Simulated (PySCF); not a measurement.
H₈N₂Si₃, SMILES N1[SiH2][SiH]([SiH2]1)N.

Coordinates come from a B3LYP-D3(BJ)/def2-SVP optimisation. This is a generated structure with no PubChem entry under its InChIKey; it may be hypothetical. The values are those of a single conformer.

Two levels are set side by side: PBE/def2-TZVP (PySCF) and HF/def2-TZVP (PySCF). Same geometry, gas phase. Differences are taken from unrounded values.

```csv
quantity,PBE
orbital gap (eV),3.99
highest occupied level (eV),-5.39
lowest empty level (eV),-1.40
dipole moment (D),1.17
mean polarisability (bohr³),101.4
```

Q: These are the PBE values. What does HF give? (Estimate from the structure and the level; the computed values follow.)

A: 
```
quantity                        HF  PBE minus HF
---------------------------  -----  ------------
orbital gap (eV)             11.22         -7.23
highest occupied level (eV)  -8.91          3.52
lowest empty level (eV)       2.31         -3.72
dipole moment (D)             1.13          0.04
mean polarisability (bohr³)   89.5          11.9
```

Without exact exchange PBE keeps part of each electron's self-repulsion, which lifts occupied levels and narrows the gap. PBE's more diffuse valence density responds more strongly to a field. Differences between two approximate levels are no errors against the true value.

Rough cost on one machine, each run with all the roots and properties that it gave: HF against PBE about 1/3.
